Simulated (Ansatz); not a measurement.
[(OH)2Al]2NH (Al₂NO₄H₅). Total charge 0; singlet. Geometry B3LYP-D4/def2-SVP; atoms count from 1.

```xyz
12

Al   -0.531   -0.689    0.864
O     0.328   -1.899    1.734
O    -1.952   -0.185    1.694
N    -0.454   -0.624   -1.006
Al    0.591    0.763   -1.105
O     0.657    0.885    0.663
O     1.442    1.877   -2.041
H     0.925   -2.516    1.303
H    -2.701    0.205    1.236
H    -0.900   -1.226   -1.684
H     1.066    1.435    1.335
H     1.529    1.975   -2.992
```

(1) Estimate the Mulliken populations from the PBE0/def2-TZVP orbitals of Ansatz.

(2) And the Mayer bond orders between heavy atoms (over 0.3)?

Results:

(1) 
```csv
atom,charge (e)
Al1,0.56
O2,-0.59
O3,-0.59
N4,-0.54
Al5,0.70
O6,-0.49
O7,-0.54
H8,0.30
H9,0.30
H10,0.22
H11,0.34
H12,0.33
```
Mulliken values depend strongly on the basis.

(2) Al1–O2 1.19 (1.72 Å); Al1–O3 1.19 (1.72 Å); Al1–N4 0.86 (1.87 Å); Al1–O6 0.46 (1.98 Å); N4–Al5 1.34 (1.74 Å); Al5–O6 0.83 (1.77 Å); Al5–O7 1.20 (1.68 Å).
